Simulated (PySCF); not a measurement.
**Sr: excitation energy**

Sr [Kr] 5s2 (1S) → Sr [Kr] 4d1 5s1 (3D), as a difference of total energies. Computed with PySCF 2.14 in x2c-TZVPPall with one added diffuse shell each of s, p, d, f type (9s7p7d3f1g, 95 functions), with scalar relativity by spin-free X2C-1e. Correlated levels: valence and next inner shell: [Ar] 3d10 frozen. The calculations carry no spin-orbit coupling.

```
                                method  excitation energy (eV)
                                   UHF                   1.873
    MP2 (valence and next inner shell)                   2.280
SCS-MP2 (valence and next inner shell)                   2.436
   CCSD (valence and next inner shell)                   2.272
CCSD(T) (valence and next inner shell)                   2.319
```

**Question.** How much does correlation contribute at CCSD(T) (valence and next inner shell)?

**Answer.** 2.319 − (1.873) = 0.446 eV, measured against UHF.

Errors of the correlated levels include the incompleteness of this basis and the frozen core.

For comparison: 2.263 eV (measured; NIST levels, between the centres of gravity of the two terms).
